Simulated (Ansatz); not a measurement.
Stepwise reaction of `[F][Al]([F])[Br]` with hydrogen chloride, as a gas-phase model of exchange steps in deposition or etching. ΔE in kJ/mol; ΔG adds harmonic PBE0-D4 terms to CCSD(T)/CBS, at 1 bar.

Computed with Ansatz on PBE0-D4/def2-TZVP structures; ΔE is electronic, products minus reactants. CCSD(T)/CBS is the MP2 limit (def2-TZVPP, def2-QZVPP) plus CCSD(T) − MP2 in def2-TZVPP, frozen cores. This one scheme is used for every species. DFT in def2-TZVPP. B3LYP here is the variant with VWN-RPA as its local correlation; programs differ in this. For Br outer-core shells are correlated without core-valence functions, which leaves a few kJ/mol of doubt a bond. Scalar relativity is left out up to krypton.

| step | reaction | PBE-D4 | B3LYP-D4 | ωB97M-V | CCSD(T)/CBS | ΔG(600 K) |
| --- | --- | --- | --- | --- | --- | --- |
| 1 | `[F][Al]([F])[Br]` + HCl → `[F][Al]([Cl])[Br]` + H–F | 17.0 | 23.0 | 20.3 | 18.9 | 21.0 |

Give the row of step 2, `[F][Al]([Cl])[Br]` + HCl → `[Cl][Al]([Cl])[Br]` + H–F. (An estimate is asked.)

The calculation gave: 
| step | reaction | PBE-D4 | B3LYP-D4 | ωB97M-V | CCSD(T)/CBS | ΔG(600 K) |
| --- | --- | --- | --- | --- | --- | --- |
| 2 | `[F][Al]([Cl])[Br]` + HCl → `[Cl][Al]([Cl])[Br]` + H–F | 17.4 | 23.5 | 21.0 | 18.7 | 27.8 |

By hand: ΔE of the 2 steps together at CCSD(T)/CBS.

(18.9) + (18.7) = 37.6 kJ/mol, or 18.8 kJ/mol a step.

In ΔE the steps differ by no more than 0.2 kJ/mol. All are uphill at CCSD(T)/CBS. ΔG lies between 21.0 and 27.8 kJ/mol a step. PBE-D4 differs from CCSD(T)/CBS by -1.9 to -1.3 kJ/mol a step. Isolated molecules leave out the surface, adducts and barriers. Largest T1 diagnostic: 0.010.
